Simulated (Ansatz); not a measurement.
Relaxation of C2H9OSi (13 atoms, charge 0, multiplicity 2), to a largest force component of 0.03 eV/Å in at most 50 steps.

Level of theory: UKS B3LYP-D4/def2-SVP (Ansatz 0.2.0).

```xyz
13
Properties=species:S:1:pos:R:3:forces:R:3
Si 0.023 0.066 -0.319 0.08 0.02 -0.12
H -0.005 -0.121 2.340 0.10 0.35 -1.63
H 1.380 0.181 -0.941 0.01 -0.02 0.00
O -0.834 1.352 -0.968 -0.05 -0.06 -0.02
C -2.229 1.527 -0.911 0.02 0.07 -0.03
H -2.630 1.385 0.111 -0.01 -0.01 0.00
H -2.470 2.554 -1.228 -0.01 0.00 0.00
H -2.756 0.831 -1.591 -0.02 -0.02 0.03
C -0.773 -1.602 -0.741 -0.03 0.07 -0.05
H -1.738 -1.743 -0.232 -0.02 0.01 0.02
H -0.945 -1.667 -1.829 0.00 -0.04 -0.02
H -0.109 -2.429 -0.444 0.02 0.01 0.01
H -0.045 -0.266 3.046 -0.11 -0.37 1.82
```

Task: Where does it end, and by what steps?

Result: The forces met the threshold. The force dipped under the threshold on the way, but the program's further checks kept it going. After 10 steps the energy has fallen by 0.085 eV; H13 moved furthest, 0.49 Å.

```
step  energy less start (eV)  largest force component (eV/Å)  accepted
   0                  0.0000                           1.824       yes
   1                 -0.0684                           0.093       yes
   2                 -0.0786                           0.062       yes
   3                 -0.0547                           0.466        no
   4                 -0.0798                           0.047       yes
   5                 -0.0823                           0.099       yes
   6                 -0.0832                           0.042       yes
   7                 -0.0836                           0.017       yes
   8                 -0.0843                           0.064       yes
   9                 -0.0847                           0.049       yes
  10                 -0.0851                           0.013       yes
```

```xyz
13
Properties=species:S:1:pos:R:3
Si 0.019 0.059 -0.453
H 0.008 -0.156 2.783
H 1.373 0.191 -1.076
O -0.867 1.328 -1.096
C -2.245 1.555 -0.927
H -2.511 1.714 0.136
H -2.525 2.462 -1.486
H -2.857 0.716 -1.310
C -0.759 -1.613 -0.883
H -1.739 -1.751 -0.399
H -0.895 -1.701 -1.975
H -0.100 -2.430 -0.548
H -0.032 -0.305 3.530
```

Whether the end is a true minimum wasn't checked by a vibrational analysis.

Time of the run: 18 s on 4 threads of Arm Neoverse V2, with other jobs on the host, peak memory 0.29 GiB.
